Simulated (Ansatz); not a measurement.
Isolated molecules relaxed with PBE0-D4/def2-TZVP in Ansatz; ΔE leaves out vibrations. CCSD(T)/CBS adds triple-zeta CCSD(T) − MP2 to the extrapolated MP2 energy (def2 sets, frozen cores). This one scheme is used for every species. DFT in def2-TZVPP. For Br outer-core shells are correlated without core-valence functions, which leaves a few kJ/mol of doubt a bond. Scalar relativity is left out up to krypton. Each species was taken in one conformer, which may not be the lowest.

`C=C[Si](Cl)(Cl)Cl` + HBr → `Cl[Si](Cl)(Cl)Br` + ethylene  (ligand exchange at the Si–C bond)

`C=C[Si](Cl)(Cl)Cl`:

Cartesian coordinates in Å:
```
C 0.112 -1.536 -0.453
C -0.252 -0.277 -0.675
Si 0.013 1.091 0.522
Cl 0.928 0.413 2.210
Cl -1.769 1.934 1.037
Cl 1.169 2.546 -0.311
H -0.063 -2.316 -1.186
H 0.597 -1.837 0.470
H -0.737 -0.018 -1.614
```

HBr:

Z-matrix (Å, degrees):
```
Br
H 1 1.420
```

`Cl[Si](Cl)(Cl)Br`:

Z-matrix (Å, degrees):
```
Si
Cl 1 2.023
Cl 1 2.023 2 109.3
Br 1 2.188 2 109.7 3 120.2
Cl 1 2.023 2 109.3 3 -119.5
```

`C=C`:

```xyz
6

C     0.153   -0.220   -0.605
C    -0.153    0.220    0.605
H    -0.028    0.380   -1.491
H     0.596   -1.197   -0.761
H     0.028   -0.380    1.491
H    -0.596    1.197    0.761
```

Problem. Is it downhill or uphill in electronic energy at CCSD(T)/CBS, and by how much? (Best estimate.)

Solution. The calculation gave: Downhill: ΔE = -70.3 kJ/mol.

Problem. What do these levels give: PBE-D4, revPBE-D4, BLYP-D4, B97M-V, BHLYP-D4, PBE-QIDH, BLYP, PBE0, LC-ωPBE, CCSD/def2-TZVPP, CCSD(T)/def2-TZVPP, HF/def2-QZVPP? (Estimate.)

Solution. The calculation gave: PBE-D4 -67.7, revPBE-D4 -66.7, BLYP-D4 -65.7, B97M-V -68.0, BHLYP-D4 -70.7, PBE-QIDH -70.4, BLYP -68.7, PBE0 -70.6, LC-ωPBE -68.6, CCSD/def2-TZVPP -64.8, CCSD(T)/def2-TZVPP -63.8, HF/def2-QZVPP -72.3 kJ/mol.

Largest T1 diagnostic among the species: 0.011.

In def2-TZVPP, CCSD(T) changes the Hartree–Fock value by +8.5 kJ/mol (the triples alone add +1.0 kJ/mol) and MP2 by +3.4 kJ/mol. At CCSD(T), def2-SVP lies +12.4 kJ/mol from the extrapolated value and def2-TZVPP +6.5 kJ/mol.
